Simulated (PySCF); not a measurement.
Compound: diisobutylene, C₈H₁₆.
Numbering: `[CH2:1]=[C:2]([CH3:3])[CH2:4][C:5]([CH3:6])([CH3:7])[CH3:8]` (hydrogens: H9, H10 on C1; H11, H12, H13 on C3; H14, H15 on C4; H16, H17, H18 on C6; H19, H20, H21 on C7; H22, H23, H24 on C8)

The same species was optimised twice, with GFN2-xTB and with PBE0-D3(BJ)/def2-SVP (PySCF), and the same property calculations (PySCF, gas phase) were run on both structures.

| coordinate | GFN2-xTB | PBE0-D3(BJ)/def2-SVP | change |
| --- | --- | --- | --- |
| C1=C2 (Å) | 1.324 | 1.339 | +0.015 |
| C2–C4 (Å) | 1.506 | 1.510 | +0.004 |
| C4–C5 (Å) | 1.547 | 1.551 | +0.004 |
| C2–C3 (Å) | 1.500 | 1.501 | +0.001 |
| C5–C7 (Å) | 1.532 | 1.531 | -0.001 |
| C5–C8 (Å) | 1.529 | 1.530 | +0.001 |
| C5–C6 (Å) | 1.529 | 1.529 | 0.000 |
| C2–C4–C5 (°) | 115.6 | 116.9 | +1.3 |
| C3–C2–C4 (°) | 116.2 | 116.9 | +0.7 |
| C4–C5–C7 (°) | 107.8 | 107.4 | -0.4 |
| C1–C2–C4 (°) | 122.2 | 121.8 | -0.4 |
| C4–C5–C8 (°) | 111.1 | 111.3 | +0.2 |
| C1–C2–C3 (°) | 121.6 | 121.3 | -0.3 |
| C7–C5–C8 (°) | 109.0 | 109.2 | +0.2 |
| C4–C5–C6 (°) | 110.7 | 110.6 | -0.1 |
| C1–C2–C4–C5 (°) | -84 | -87 | -3 |
| C2–C4–C5–C6 (°) | 64 | 66 | +2 |

Rotational constants: A = 3028, B = 1381, C = 1227 MHz (GFN2-xTB) against A = 2996, B = 1363, C = 1211 MHz (PBE0-D3(BJ)/def2-SVP). Point groups within 0.08 Å: C1 and C1.

On the GFN2-xTB structure: HOMO (eV) -6.98 [PBE0/pcSseg-1]; LUMO (eV) 0.49 [PBE0/pcSseg-1]; dipole (D) 0.45 [PBE0/pcSseg-1]; GIAO shielding of C1 (ppm) 66.4 [PBE0/pcSseg-1]; GIAO shielding of C2 (ppm) 34.0 [PBE0/pcSseg-1]; GIAO shielding of C3 (ppm) 157.2 [PBE0/pcSseg-1]; GIAO shielding of C4 (ppm) 134.1 [PBE0/pcSseg-1]; GIAO shielding of C5 (ppm) 153.3 [PBE0/pcSseg-1]; GIAO shielding of C6/C7/C8 (mean) (ppm) 155.6 [PBE0/pcSseg-1].

Question: What do these properties become on the PBE0-D3(BJ)/def2-SVP structure?

Answer: 
```json
{"property": "HOMO (eV)", "level": "PBE0/pcSseg-1", "on GFN2-xTB": "-6.98", "on PBE0-D3(BJ)/def2-SVP": "-6.95", "change": "+0.03"}
{"property": "LUMO (eV)", "level": "PBE0/pcSseg-1", "on GFN2-xTB": "0.49", "on PBE0-D3(BJ)/def2-SVP": "0.40", "change": "-0.09"}
{"property": "dipole (D)", "level": "PBE0/pcSseg-1", "on GFN2-xTB": "0.45", "on PBE0-D3(BJ)/def2-SVP": "0.47", "change": "+0.02"}
{"property": "energy, GFN2-xTB geometry as zero (kcal/mol)", "level": "PBE0/pcSseg-1", "on GFN2-xTB": "0.0", "on PBE0-D3(BJ)/def2-SVP": "-0.8", "change": "-0.8"}
{"property": "GIAO shielding of C1 (ppm)", "level": "PBE0/pcSseg-1", "on GFN2-xTB": "66.4", "on PBE0-D3(BJ)/def2-SVP": "62.1", "change": "-4.3"}
{"property": "GIAO shielding of C2 (ppm)", "level": "PBE0/pcSseg-1", "on GFN2-xTB": "34.0", "on PBE0-D3(BJ)/def2-SVP": "31.4", "change": "-2.6"}
{"property": "GIAO shielding of C3 (ppm)", "level": "PBE0/pcSseg-1", "on GFN2-xTB": "157.2", "on PBE0-D3(BJ)/def2-SVP": "155.6", "change": "-1.6"}
{"property": "GIAO shielding of C4 (ppm)", "level": "PBE0/pcSseg-1", "on GFN2-xTB": "134.1", "on PBE0-D3(BJ)/def2-SVP": "132.5", "change": "-1.6"}
{"property": "GIAO shielding of C5 (ppm)", "level": "PBE0/pcSseg-1", "on GFN2-xTB": "153.3", "on PBE0-D3(BJ)/def2-SVP": "152.6", "change": "-0.7"}
{"property": "GIAO shielding of C6/C7/C8 (mean) (ppm)", "level": "PBE0/pcSseg-1", "on GFN2-xTB": "155.6", "on PBE0-D3(BJ)/def2-SVP": "153.3", "change": "-2.3"}
```

The heavy atoms differ by 0.027 Å rms after alignment. Among bonds between heavy atoms C1=C2 changes most (+0.015 Å). Changes are differences of the printed values. Neither structure is proved a minimum here.

The values belong to the conformer `[CH2:1]=[C:2]([CH3:3])[CH2:4][C:5]([CH3:6])([CH3:7])[CH3:8]`: C1–C2–C4–C5 -87°, C2–C4–C5–C6 66°.
